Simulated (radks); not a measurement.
Valence configurations of Ag2+ (all share [Kr]). Calculated with a radial shooting solver on a logarithmic mesh with Libxc functionals: Dirac Kohn-Sham, PBE, spin-unpolarised, spherical densities, point nucleus; open shells are shared between the two j in proportion to 2j + 1. Energies are relative to 4d9; eigenvalues in eV.

| valence | E (eV) | e(4d3/2) | e(4d5/2) | e(5p1/2) | e(5p3/2) | e(5s1/2) |
|---|---|---|---|---|---|---|
| 4d9 | 0.000 | -29.258 | -28.641 | - | - | - |
| 4d8 5p1 | 16.162 | -34.653 | -33.992 | -16.717 | -16.201 | - |
| 4d7 5s2 | 20.931 | -37.634 | -36.939 | - | - | -24.270 |
| 4d8 5s1 | 9.250 | -33.367 | -32.712 | - | - | -22.534 |
| 4d7 5s1 5p1 | 28.316 | -38.877 | -38.177 | -17.985 | -17.404 | -25.038 |
| 4d6 5s2 5p1 | 43.050 | -43.217 | -42.478 | -19.225 | -18.577 | -26.701 |
| 4d8.5 5s0.5 | 4.331 | -31.290 | -30.653 | - | - | -21.667 |
| 4d7 5p2 | 35.807 | -40.080 | -39.376 | -18.627 | -18.030 | - |
| 4d5 5s2 5p2 | 68.926 | -48.778 | -47.993 | -21.010 | -20.276 | -28.990 |
| 4d7 5s1.5 5p0.5 | 24.609 | -38.261 | -37.563 | -17.655 | -17.082 | -24.658 |

NIST lists [Kr] 4d9 as the ground configuration; this level of theory agrees among the configurations tried. The energies are those of spherical spin-averaged densities, not of single terms.
